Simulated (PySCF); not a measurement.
SMILES F[Si](F)(F)O[SiH](Cl)Cl, PBE0/def2-SVP optimised geometry.

```
9

Si     0.06    -1.58     0.00
F     -0.44    -2.37     1.28
F     -0.45    -2.34    -1.30
F      1.66    -1.58     0.00
O     -0.51    -0.07     0.00
Si    -0.34     1.53     0.37
Cl     0.35     1.70     2.28
Cl     1.01     2.37    -0.92
H     -1.66     2.19     0.24
```

Density from PySCF 2.14.0 with PBE0/def2-TZVP at that geometry.

Minimum of the electron density along straight lines between bonded atoms, close to the bond critical point (lines longer than 1.1 times the sum of covalent radii, or with two minima, are not listed):

```csv
bond,length / Å,ρ at the minimum / e bohr⁻³,∇²ρ there / e bohr⁻⁵,position (fraction from the first atom)
Si1–F2,1.591,0.145,1.01,0.42
Si1–F3,1.590,0.145,1.01,0.42
Si1–F4,1.592,0.144,1.01,0.42
Si1–O5,1.617,0.145,(withheld),0.41
O5–Si6,1.648,0.132,(withheld),0.59
Si6–Cl7,2.045,0.103,0.23,0.36
Si6–Cl8,2.042,0.104,0.23,0.36
Si6–H9,1.472,0.131,0.13,0.49
```

Question: Fill in the missing entries.

Answer: 
- Si1–O5, ∇²ρ there / e bohr⁻⁵: 0.93
- O5–Si6, ∇²ρ there / e bohr⁻⁵: 0.82
